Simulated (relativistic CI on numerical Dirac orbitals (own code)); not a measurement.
Radial Dirac CI calculation of Ru+.

Command:

```sh
python run_levels.py task.json out
```

Input:

```
atom Ru  Z=44  charge=1  electrons=43
nucleus A=102  rms_radius_fm=4.4809
hamiltonian dirac-coulomb  breit=on  qed=on  c_scale=1
orbitals kli  potential=per-configuration
slater_scale 1
correlation none
mixing on
grid step=0.008 r_max=74.5
scf mixing=0.4 start=green max_iterations=150 tolerance=2e-08 node_fill=0.05
configurations
  [Kr] 4d7
end
```

Output:

```
SCF 1: [Kr] 4d7
 iter      energy (Ha)   residual   last orbital (Ha)
    1     -4521.096609   1.55e+00     -1.27225
    2     -4528.448008   4.45e-01     -0.66877
    3     -4528.975263   1.49e-01     -0.61525
    4     -4529.030856   3.10e-02     -0.66719
    5     -4529.032313   1.71e-02     -0.65650
    6     -4529.032098   1.50e-03     -0.63965
    7     -4529.032243   1.13e-04     -0.64098
    8     -4529.032262   8.15e-05     -0.64111
    9     -4529.032256   3.97e-06     -0.64103
   10     -4529.032256   2.03e-06     -0.64103
   11     -4529.032256   1.06e-08     -0.64103
orbital energies (Ha): 3p3/2 -16.6882  3d3/2 -10.6367  3d5/2 -10.4780  4s -3.2466  4p1/2 -2.2372  4p3/2 -2.1167  4d3/2 -0.6529  4d5/2 -0.6410
configuration averages (Ha): Dirac-Coulomb, Breit, QED
  4d7                          -4529.032256    2.844397    1.900923
levels: no., configuration, term, J, E (cm-1), weight
   1 4d7                    4F   9/2              0.0  0.99
   2 4d7                    4F   7/2           1407.8  1.00
   3 4d7                    4F   5/2           2366.4  0.99
   4 4d7                    4F   3/2           2993.8  0.99
   5 4d7                    4P   5/2          12753.9  0.99
   6 4d7                    4P   3/2          12871.1  0.86
   7 4d7                    2G   9/2          13118.2  0.92
   8 4d7                    4P   1/2          13723.7  0.95
   9 4d7                    2G   7/2          14514.4  0.99
  10 4d7                    2P   3/2          17179.4  0.63
  11 4d7                    2H   11/2         17387.3  1.00
  12 4d7                    2P   1/2          18703.3  0.95
  13 4d7                    2H   9/2          18715.0  0.93
  14 4d7                    2D   5/2          18979.8  0.98
lowest total energy -4524.363570 Ha
end: converged
```

Against the reference input this run has: grid step 0.008. The reference run ends at -4524.363500 Ha with Breit and QED terms.

With so few configurations and no correlation, terms lie too far apart (by 10 to 50 % or more near neutrality), their order can be wrong, and levels of other configurations are missing. Terms and fine structure of an open d or f shell near neutrality can be off by tens of per cent either way.
